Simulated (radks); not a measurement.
Neutral chlorine inside a hard spherical wall (all orbitals vanish at R), configuration held at [Ne] 3s2 3p5 and not refilled when levels cross. Calculated with a radial shooting solver on a logarithmic mesh with Libxc functionals: scalar-relativistic Kohn-Sham, PBE, spin-unpolarised, spherical densities, point nucleus. Eigenvalues in eV, with the zero of energy where the potential of the charges vanishes at infinity; a dash marks a level that is unbound or too diffuse for the functional's potential to be trusted. A positive occupied level is held by the wall or, in an anion where self-interaction has pushed it up, behind a barrier. The pressure on the wall is -dE/dV.

R (bohr)  E (hartree)  kinetic (hartree)    e(2s)    e(2p)    e(3s)   e(3p)  e(4s, empty)  e(4p, empty)  pressure (GPa)
free       -461.43332            463.509  -252.70  -191.63  -20.692  -8.595             -             -               0
15         -461.43332            463.509  -252.70  -191.63  -20.692  -8.595             -             -        < 0.0001
12         -461.43332            463.509  -252.70  -191.63  -20.692  -8.595        -0.155         1.146        < 0.0001
8          -461.43308            463.512  -252.67  -191.61  -20.673  -8.577         0.898         3.176          0.0142
7          -461.43212            463.521  -252.61  -191.54  -20.621  -8.525         1.847         4.693          0.0913
6          -461.42742            463.559  -252.36  -191.29  -20.439  -8.340         3.757         7.485           0.613
5          -461.40381            463.716  -251.51  -190.43  -19.838  -7.701         7.986        13.105            4.50
4          -461.27706            464.414  -248.57  -187.46  -17.848  -5.474        18.710        25.976            39.2
1.5        -439.49932            524.544  -156.75  -92.487   103.53  122.58        421.56        415.50           57600
